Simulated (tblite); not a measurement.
Species: C4H10BN (charge +1 and doublet state).
SMILES with atom numbers: `[CH3:1][NH+:2][BH:3][CH:4]1[CH2:5][CH2:6]1` (hydrogens: H7, H8, H9 on C1; H10 on N2; H11 on B3; H12 on C4; H13, H14 on C5; H15, H16 on C6)

Computed with GFN2-xTB (tblite), gas phase: L-BFGS steps from a force-field or distance-geometry start until the largest atomic force falls under 0.01 eV/Å.

Step 89: E = -471.7169 eV
```
atom  x, y, z in Å  |  force x, y, z in eV/Å
C1      2.7941   -0.2031    0.3125   -0.016  -0.015  -0.057
N2      1.4671    0.2849    0.1109   -0.001   0.014   0.009
B3      0.3066   -0.4390   -0.0940   -0.018   0.007   0.023
C4     -0.9876    0.2333   -0.6632   -0.001   0.004   0.018
C5     -1.9403    0.4937    0.5289   -0.003  -0.002   0.018
C6     -2.3659   -0.3335   -0.6351    0.014  -0.003  -0.016
H7      2.8719   -1.2399   -0.0052    0.009  -0.044   0.015
H8      3.0633   -0.1414    1.3741    0.015   0.017   0.018
H9      3.5185    0.4113   -0.2277    0.000   0.000  -0.005
H10     1.4121    1.2962    0.1859    0.037   0.015   0.004
H11     0.2495   -1.5809    0.1620    0.007   0.012  -0.010
H12    -0.8292    1.0320   -1.3789   -0.019   0.001  -0.010
H13    -1.7577   -0.0068    1.4674   -0.017   0.006   0.002
H14    -2.2428    1.5271    0.6334   -0.034  -0.011   0.002
H15    -2.4812   -1.3920   -0.4493    0.005  -0.006  -0.005
H16    -3.0858    0.0671   -1.3331    0.022   0.005  -0.006
```

Step 90: E = -471.7173 eV
```
atom  x, y, z in Å  |  force x, y, z in eV/Å
C1      2.7961   -0.2037    0.3123   -0.008  -0.004  -0.046
N2      1.4694    0.2852    0.1103   -0.002   0.019   0.009
B3      0.3078   -0.4379   -0.0916   -0.019   0.000   0.018
C4     -0.9867    0.2333   -0.6600   -0.038   0.016   0.016
C5     -1.9443    0.4930    0.5300    0.004   0.005   0.008
C6     -2.3668   -0.3321   -0.6351    0.016  -0.010  -0.026
H7      2.8744   -1.2402   -0.0067    0.002  -0.046   0.028
H8      3.0658   -0.1406    1.3746    0.009   0.009  -0.012
H9      3.5207    0.4093   -0.2292    0.000   0.006   0.000
H10     1.4152    1.2971    0.1831    0.039  -0.003   0.006
H11     0.2494   -1.5805    0.1641    0.011   0.025  -0.007
H12    -0.8311    1.0302   -1.3786   -0.006   0.002   0.002
H13    -1.7619   -0.0068    1.4689   -0.018  -0.001  -0.002
H14    -2.2481    1.5259    0.6352   -0.030  -0.007  -0.004
H15    -2.4830   -1.3907   -0.4520    0.007  -0.021   0.001
H16    -3.0842    0.0677   -1.3367    0.032   0.011   0.009
```

Step 91: E = -471.7179 eV
```
atom  x, y, z in Å  |  force x, y, z in eV/Å
C1      2.7977   -0.2055    0.3130    0.004   0.003  -0.043
N2      1.4716    0.2855    0.1109    0.005   0.012   0.005
B3      0.3089   -0.4353   -0.0915   -0.021   0.006   0.007
C4     -0.9868    0.2347   -0.6578   -0.057   0.029   0.003
C5     -1.9476    0.4928    0.5311    0.006   0.007  -0.005
C6     -2.3673   -0.3314   -0.6347    0.010  -0.018  -0.023
H7      2.8752   -1.2430   -0.0041   -0.004  -0.031   0.042
H8      3.0697   -0.1367    1.3748    0.001  -0.006  -0.024
H9      3.5231    0.4051   -0.2307   -0.006   0.004  -0.005
H10     1.4199    1.2975    0.1838    0.034   0.000   0.010
H11     0.2499   -1.5788    0.1587    0.013   0.017   0.004
H12    -0.8357    1.0289   -1.3809    0.009   0.004   0.022
H13    -1.7642   -0.0064    1.4700   -0.016  -0.006  -0.003
H14    -2.2552    1.5244    0.6367   -0.023   0.005  -0.007
H15    -2.4830   -1.3897   -0.4522    0.007  -0.039   0.001
H16    -3.0836    0.0669   -1.3386    0.037   0.014   0.017
```

Step 92: E = -471.7184 eV
```
atom  x, y, z in Å  |  force x, y, z in eV/Å
C1      2.7993   -0.2076    0.3128    0.011   0.006  -0.006
N2      1.4743    0.2869    0.1103   -0.002   0.008   0.003
B3      0.3095   -0.4313   -0.0909   -0.010   0.004   0.000
C4     -0.9877    0.2373   -0.6558   -0.051   0.027  -0.006
C5     -1.9509    0.4920    0.5324   -0.001   0.011  -0.018
C6     -2.3673   -0.3314   -0.6350    0.002  -0.028  -0.004
H7      2.8749   -1.2470   -0.0004   -0.006  -0.009   0.045
H8      3.0732   -0.1341    1.3752   -0.014  -0.017  -0.054
H9      3.5259    0.4009   -0.2315   -0.004  -0.002  -0.016
H10     1.4270    1.2994    0.1817    0.026  -0.012   0.011
H11     0.2496   -1.5760    0.1555    0.015   0.026   0.010
H12    -0.8399    1.0288   -1.3827    0.019   0.013   0.036
H13    -1.7664   -0.0076    1.4709   -0.016  -0.005  -0.008
H14    -2.2638    1.5218    0.6385   -0.013   0.011  -0.006
H15    -2.4822   -1.3897   -0.4525    0.009  -0.044  -0.006
H16    -3.0829    0.0666   -1.3399    0.036   0.012   0.019
```

**Question.** Estimate the geometry and energy of step 93. (The exact step hangs on the optimiser's Hessian estimate; all steps are aligned on step 92, rigid shifts and turns removed.)

**Answer.** E = -471.7190 eV, largest force 0.066 eV/Å
```
atom  x, y, z in Å  |  force x, y, z in eV/Å
C1      2.8003   -0.2099    0.3129    0.012   0.005   0.007
N2      1.4768    0.2888    0.1091   -0.004  -0.003   0.004
B3      0.3099   -0.4263   -0.0915   -0.002  -0.003  -0.003
C4     -0.9894    0.2406   -0.6544   -0.022   0.016  -0.010
C5     -1.9535    0.4914    0.5334   -0.014   0.009  -0.024
C6     -2.3668   -0.3324   -0.6351   -0.006  -0.029   0.016
H7      2.8722   -1.2518    0.0056   -0.003   0.015   0.040
H8      3.0760   -0.1318    1.3748   -0.024  -0.021  -0.058
H9      3.5285    0.3960   -0.2326   -0.007  -0.018  -0.027
H10     1.4344    1.3014    0.1799    0.016  -0.005   0.013
H11     0.2502   -1.5723    0.1512    0.014   0.033   0.015
H12    -0.8439    1.0299   -1.3840    0.022   0.026   0.041
H13    -1.7672   -0.0088    1.4716   -0.016   0.000  -0.014
H14    -2.2731    1.5190    0.6401   -0.003   0.015  -0.003
H15    -2.4800   -1.3909   -0.4525    0.009  -0.043  -0.015
H16    -3.0819    0.0661   -1.3400    0.027   0.004   0.017
```

The energy changes by -0.0006 eV. The first-order estimate −F·Δx gives -0.0008 eV and the mean of the old and new forces, exact on a quadratic surface, -0.0006 eV. The step makes an angle of 74° with the force vector and moves no atom by more than 0.010 Å.

The cost below is that of the whole relaxation. Time: 0.67 s. Hardware: Arm Neoverse V2, one thread, no GPU, shared host with 96 logical CPUs at a one-minute load of 79.
